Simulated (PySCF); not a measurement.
A structure optimised at PBE-D3(BJ)/def2-TZVPD, used in a PySCF frequency run:

```xyz
3

Li     0.0000     0.0000     1.2719
O      0.0000     0.0000    -0.3173
H      0.0000     0.0000    -1.2772
```
Charge 0, spin multiplicity 1.

Write its SMILES, formula and point group.

[Li][OH], HLiO, C∞v

What are its rotational constants (standard atomic weights)?

35.517 GHz (linear rotor, B only)
